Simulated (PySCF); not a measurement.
Problem. What does the PBE0-D3(BJ)/def2-SVP structure of `[SiH2]([C@H](F)C(F)F)Cl` look like in three dimensions?

Solution. 
```xyz
11
C2H4ClF3Si angstrom
F     -1.1852   -0.2848   -1.5317
C     -1.4148   -0.0462   -0.2254
F     -1.7207    1.2625   -0.0909
C     -0.1862   -0.3331    0.6112
F     -0.0615   -1.6948    0.7790
Si     1.4529    0.3639   -0.0917
Cl     2.1243   -0.8493   -1.6118
H     -2.2750   -0.6620    0.0942
H     -0.3661    0.1296    1.5994
H      1.2426    1.7499   -0.5847
H      2.4526    0.3312    1.0086
```

Orientation and origin are arbitrary. Atoms count from 1 in this order. Si6 (chlorine-bound silicon) is tetrahedral (angles from 107.2° to 111.2°). Of the pairs four or more bonds apart, F1···Cl7 is among the closest relative to their van der Waals radii: 3.36 Å, 104 % of the sum of Bondi's values. The 3 C–F bonds span 1.348 Å (F1–C2, drawn single) to 1.378 Å (C4–F5, drawn single), a spread of 0.030 Å.

Bonds between heavy atoms (Å): F1–C2 1.348, C2–F3 1.351, C2–C4 1.514, C4–F5 1.378, C4–Si6 1.915, Si6–Cl7 2.057.

Method: PySCF, PBE0-D3(BJ)/def2-SVP geometry optimisation, gas phase.

Point group: C1 (no symmetry element, even within 0.4 Å). Whether it is a minimum is left open (no frequencies). The numbers are those of one conformer (F1–C2–C4–F5 -77°, C2–C4–Si6–Cl7 -78°).
